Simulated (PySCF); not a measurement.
NbCl4, SMILES [Cl][Nb]([Cl])([Cl])[Cl] (connectivity only; charge and spin as stated), neutral, multiplicity 2.

Geometry optimised at B3LYP-D3(BJ)/def2-SVP. The multiplicity is an assumed one; other spin states were not compared. The def2 effective core potentials stand for the cores of Nb; spin–orbit coupling is left out.

All values below come from TDA-M06-2X/def2-SVPD (PySCF).

Vertical excitations; the highest root listed may be one member of a degenerate set. Isolated molecule, no solvent.

Computed excitation energies, oscillator strengths and character:
| state | energy (eV) | λ (nm) | f | main pairs |
|---|---|---|---|---|
| root 2 | 0.75 | 1643 | 0.001 | α HOMO→LUMO+1 (degenerate set) |
| root 3 | 0.75 | 1643 | 0.001 | α HOMO→LUMO+2 (degenerate set) |
| root 4 | 1.39 | 893 | 0.005 | α HOMO→LUMO+3 95 % |
| root 5 | 4.64 | 267 | 0.004 | α HOMO−1→LUMO 63 %, β HOMO→LUMO 26 % |
| root 6 | 4.80 | 259 | 0.002 | α HOMO−2→LUMO, β HOMO−1→LUMO (degenerate set) |
| root 7 | 4.80 | 259 | 0.002 | α HOMO−3→LUMO, β HOMO−2→LUMO (degenerate set) |
| root 8 | 5.11 | 243 | 0.009 | α HOMO−2→LUMO, β HOMO−1→LUMO, β HOMO−2→LUMO (degenerate set) |
| root 9 | 5.11 | 243 | 0.009 | α HOMO−3→LUMO, β HOMO−2→LUMO, β HOMO−1→LUMO (degenerate set) |
| root 10 | 5.23 | 237 | 0.000 | α HOMO→LUMO+4 86 % |
Unrestricted roots are not spin-pure.
